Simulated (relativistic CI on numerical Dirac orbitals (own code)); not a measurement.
Radial Dirac CI calculation of He.

Command:

```sh
python run_levels.py task.json out
```

Input:

```
atom He  Z=2  charge=0  electrons=2
nucleus A=4  rms_radius_fm=1.6755
hamiltonian dirac-coulomb  breit=on  qed=on  c_scale=1
orbitals kli  potential=per-configuration
slater_scale 1
correlation none
mixing on
grid step=0.0125 r_max=62.6
scf mixing=0.4 start=green max_iterations=150 tolerance=2e-08 node_fill=0.05
configurations
  1s2
  1s 2s
  1s 2p
end
```

Output:

```
SCF 1: 1s2
 iter      energy (Ha)   residual   last orbital (Ha)
    1        -2.818926   2.03e-01     -1.25717
    2        -2.849898   1.05e-01     -1.08920
    3        -2.861746   4.22e-03     -0.91478
    4        -2.861792   4.22e-03     -0.92473
    5        -2.861813   2.44e-04     -0.91760
    6        -2.861813   8.24e-05     -0.91786
    7        -2.861813   1.48e-06     -0.91799
    8        -2.861813   8.20e-07     -0.91799
    9        -2.861813   1.04e-09     -0.91799
SCF 2: 1s 2s
 iter      energy (Ha)   residual   last orbital (Ha)
    1        -2.156326   4.06e-02     -0.17819
    2        -2.161506   2.56e-02     -0.17253
    3        -2.165573   4.05e-03     -0.16530
    4        -2.165716   9.34e-04     -0.16578
    5        -2.165716   6.75e-04     -0.16574
    6        -2.165716   9.58e-06     -0.16570
    7        -2.165716   5.53e-06     -0.16570
    8        -2.165716   5.71e-08     -0.16570
    9        -2.165716   2.03e-08     -0.16570
   10        -2.165716   4.68e-11     -0.16570
SCF 3: 1s 2p
 iter      energy (Ha)   residual   last orbital (Ha)
    1        -2.118738   5.48e-02     -0.14190
    2        -2.124159   3.35e-02     -0.13625
    3        -2.127846   1.26e-03     -0.12832
    4        -2.127840   3.04e-04     -0.12830
    5        -2.127841   7.03e-05     -0.12825
    6        -2.127839   8.65e-07     -0.12826
    7        -2.127839   3.96e-07     -0.12826
    8        -2.127839   1.54e-08     -0.12826
orbital energies (Ha): 1s -0.9180
configuration averages (Ha): Dirac-Coulomb, Breit, QED
  1s2                             -2.861813    0.000064    0.000023
  1s 2s                           -2.165716    0.000002    0.000016
  1s 2p                           -2.127839    0.000001    0.000016
levels: no., configuration, term, J, E (cm-1), weight
   1 1s2                    1S   0                0.0  1.00
   2 1s 2s                  3S   1           151134.5  1.00
   3 1s 2s                  1S   0           157554.4  1.00
   4 1s 2p                  3P*  2           160344.2  1.00
   5 1s 2p                  3P*  1           160344.4  1.00
   6 1s 2p                  3P*  0           160345.4  1.00
   7 1s 2p                  1P*  1           163171.7  1.00
lowest total energy -2.861726 Ha
end: converged
```

With so few configurations and no correlation, terms lie too far apart (by 10 to 50 % or more near neutrality), their order can be wrong, and levels of other configurations are missing.
